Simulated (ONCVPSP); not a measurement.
**What the settings do to the ONCV potential of nitrogen**

Base potential:

```json
{
  "Element": "nitrogen",
  "Generator": "ONCVPSP 4.0.1",
  "Type": "optimised norm-conserving Vanderbilt (ONCV)",
  "Functional": "PBE",
  "Relativity": "scalar-relativistic",
  "Frozen core": "[He]",
  "Valence charge": "5",
  "Reference configuration": "2s2 2p3",
  "Partial waves": "2s: rc 0.70 bohr, ncon 4, nbas 7, qcut 7.4 1/bohr, 1 projector; 2p: rc 1.50 bohr, ncon 3, nbas 8, qcut 7.1 1/bohr, 1 projector",
  "Local potential": "polynomial inside 0.50 bohr (lpopt 5, dvloc0 0 Ha)",
  "Core correction": "none"
}
```

All-electron outer shells of the reference configuration (PBE, scalar-relativistic, ld1.x):

```csv
shell,level (eV),outermost node (bohr),outermost maximum (bohr)
1s,-384.72,–,0.15
2s,-18.58,0.32,1.02
2p,-7.09,–,0.98
```

Cutoffs, loose and tight: the cutoffs (Ha) at which the residual kinetic energy of the hardest occupied pseudo-wave falls to 1 and 0.1 mHa per electron. They do not see the model core or the augmentation charge, which bear on the density cutoff. Test errors are all-electron minus pseudo excitation energies from the reference, over the configurations 2s2 2p2; 2s2 2p1; 2s2 2p0; 2s1 2p3. A dash means not determined; rows that change the core or the reference have their own tests.

| change | outcome | cutoff, loose | cutoff, tight | bound ghosts | GHOST(+) flags above zero | largest test error (meV) |
| --- | --- | --- | --- | --- | --- | --- |
| base | generated | 160 Ha | 246 Ha | none | none | +1034 |
| s: nproj 0; local potential the s channel | generated | 160 Ha | 246 Ha | none | none | +1001 |
| p: rc 1.26 | generated | 160 Ha | 246 Ha | none | none | +724 |
| s: qcut 7.6 | generated | 168 Ha | 247 Ha | none | none | +1034 |
| s: qcut 6.2; p: qcut 5.9 | generated | 108 Ha | 241 Ha | none | p | +1380 |
| p: qcut 6.2 | generated | 160 Ha | 246 Ha | none | p | +1268 |
| local potential polynomial inside 0.50 bohr (lpopt 5, dvloc0 4.5 Ha) | generated | 160 Ha | 246 Ha | none | none | +1026 |
| s: nbas 8 | generated | 83 Ha | 336 Ha | none | none | +1026 |
| functional LDA (Perdew-Wang 92) | generated | 172 Ha | 247 Ha | none | none | +1064 |
